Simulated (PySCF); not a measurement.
**Unknowns**

PySCF calculation with σ from GIAO-PBE0/pcSseg-1 and geometry from GFN2-xTB; non-relativistic Hamiltonian, averaged over atoms made equivalent by symmetry, fast rotation or ring inversion, one computed conformer, in vacuum.

Chemical shifts δ = σref − σ; ¹H, ¹³C vs TMS, all at this level. Splittings of carbon signals by F and P are missing where no couplings were computed. Where no couplings were computed, multiplicities follow the n + 1 count of equivalent neighbours, and m marks all less simple cases (inequivalent or close neighbours, rings, F or P nearby). Shifts are as computed. Against solution values, carbons near 30 ppm lie about +3 ppm off and those near 130 ppm about +5 ppm; carbons on Cl a further +6 ppm. Of 1211 compounds with measured shifts, 218 miss one by over three times the rms of a fit or turn the order of signals round; such compounds aren't used in these exercises. Carbons bonded to Cl come out too deshielded. OH and NH positions are gas-phase values without hydrogen bonding to other molecules.

**Question.** C3HF6N. ¹H NMR (400 MHz, computed): δ 13.12 (br s, 1H). ¹³C{¹H} NMR (computed): δ 159.3 (C), 127.0 (C), 124.7 (C). What is it?

**Answer.** `FC(C(=N)C(F)(F)F)(F)F`. Rings plus π bonds: 1 (no ring in the answer). 3 carbon signals for 3 carbons: no two carbons are equivalent. Carbon types of the structure: 3 × C, leaving 1 H on heteroatoms. δC 159.3: C=N carbon. δC 127.0, 124.7: CF3 carbon; 3 electronegative neighbours deshield it. δH 13.12: hydrogen on an imine nitrogen; labile proton, position sensitive to the medium.

The data come from this structure; uniqueness wasn't tested.

**Question.** C7H6ClO2P. ¹H NMR (400 MHz, computed): δ 10.12 (m, 1H), 7.69 (m, 1H), 7.03 (m, 1H), 4.00 (s, 3H). ¹³C{¹H} NMR (computed): δ 206.1 (C), 196.5 (CH), 179.0 (C), 149.5 (C), 136.6 (CH), 120.0 (CH), 56.0 (CH3). Identify the compound.

**Answer.** `InChI=1S/C7H6ClO2P/c1-10-7-3-5(8)2-6(4-9)11-7/h2-4H,1H3`. 7 carbon signals for 7 carbons: no two carbons are equivalent. Carbon types of the structure: 3 × C, 3 × CH, 1 × CH3, which accounts for all hydrogens. δC 206.1: aromatic carbon bearing oxygen; the electronegative substituent deshields the carbon that carries it. δC 196.5: aldehyde carbonyl carbon; the double bond to the heteroatom, with no lone-pair donor beside it, deshields it most. δC 136.6, 120.0: aromatic CH. δH 10.12: hydrogen on an aldehyde carbonyl carbon; the C=O anisotropy and electron withdrawal place aldehyde protons far downfield.

The shifts were computed for this structure.
